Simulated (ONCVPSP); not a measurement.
# boron (B): one change to an ONCV potential, before and after

ONCVPSP 4.0.1 input, shortened (lines: element, Z, core and valence counts, functional; n l f; lmax; l rc ep ncon nbas qcut; lloc lpopt rc5 dvloc0; l nproj debl; icmod fcfact rcfact), LDA (Perdew-Zunger), scalar-relativistic:

```
  B 5.00    1    2        3      upf
    1    0    2.00
    2    0    2.00
    2    1    0.50
    1
    0    1.35    0.00    5    8    5.30
    1    2.50    0.00    4    9    6.10
    0    5    1.35    0.00
    0    0    3.10
    1    2    3.00
    3    5.75    1.35
```

Change: s: rc 1.9.

Cutoffs: the cutoffs (Ha) at which the residual kinetic energy of the hardest occupied pseudo-wave falls to 1 and 0.1 mHa per electron; they do not see the model core or the augmentation charge, which bear on the density cutoff. Errors are all-electron minus pseudo energies relative to the spin-unpolarised reference configuration.

Question: How do hardness, ghosts and transferability respond?

Answer: The potential gets softer (12 Ha and 25 Ha → 10 Ha and 14 Ha); of the 4 tests that both files solve, the error grows in 2 and shrinks in 0 by more than 15 % and 0.3 meV (median size 11.2 → 12.9 meV); neither file shows a bound ghost. A larger radius leaves more room for a smooth pseudo-wave, so fewer plane waves are needed.

```tsv
quantity	base	changed
cutoff, loose	12 Ha	10 Ha
cutoff, tight	25 Ha	14 Ha
loose cutoff by channel	s 12 Ha, p 10 Ha	s 10 Ha, p 10 Ha
bound ghosts	none	none
GHOST(+) flags under 300 eV	none	none
error for 2s2 2p1, meV [ΔE -2.94 eV]	+4.6	+5.2
error for 2s2 2p0, meV [ΔE 5.38 eV]	+12	+14
error for 2s1 2p0, meV [ΔE 30.69 eV]	+72	+70
error for 2s1 2p1, meV [ΔE 11.34 eV]	-10	-12
p: phases at 2.53 bohr within 0.05 rad from the reference energy up to (Ha; the scan ends near 5)	0.8	0.8
rms error of d²Exc/dni dnj with the model core, mHa	1.46	1.46
```
